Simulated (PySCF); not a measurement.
1,3-oxasiletane-2,4-dione (C2H2O3Si), SMILES O1C([SiH2]C1=O)=O. Atoms are numbered in the order given.

```xyz
8

O      2.2347     0.0000     0.6539
C      1.1137     0.0000     0.2691
O      0.0000     0.0000     1.1389
C     -1.1137     0.0000     0.2691
O     -2.2347     0.0000     0.6539
Si     0.0000     0.0000    -1.3224
H      0.0000     1.2347    -2.1449
H      0.0000    -1.2347    -2.1449
```

Geometry optimised at B3LYP-D3(BJ)/def2-SVP.

Method: PySCF with HF/def2-TZVP.

Gas-phase values at a fixed geometry.

```
Item                                                                                                           Result
---------------------------------------------------------------------------------------------  ----------------------
total energy                                                                                       -590.52852 hartree
point group                                                                                                       C2v
highest occupied level                                                                                      -11.70 eV
lowest empty level                                                                                            1.59 eV
orbital gap                                                                                                  13.30 eV
dipole moment                                                                                                  4.81 D
quadrupole, principal values (traceless, Buckingham form, about the centre of nuclear charge)  -14.90, 6.37, 8.53 D·Å
mean static polarisability                                                                       50.0 bohr³ (7.41 Å³)
polarisability, principal values                                                               37.3, 52.7, 60.0 bohr³
```
